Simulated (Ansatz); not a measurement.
Dissociation curve of SMg, lowest triplet found (which spin is the ground state isn't settled by this scan).

Method: full CI/cc-pVDZ, frozen core (Ansatz, a program for electronic structure).

Relative to R = 2.34 Å, what are the energies at R = 2.05, 2.47, 2.54, 2.65 Å?

22.7 mEh at 2.05 Å, 1.5 mEh at 2.47 Å, 3.9 mEh at 2.54 Å, 8.9 mEh at 2.65 Å.

The scan ran from 1.77 to 8.43 Å; beyond the distances shown full CI changes its symmetry label.
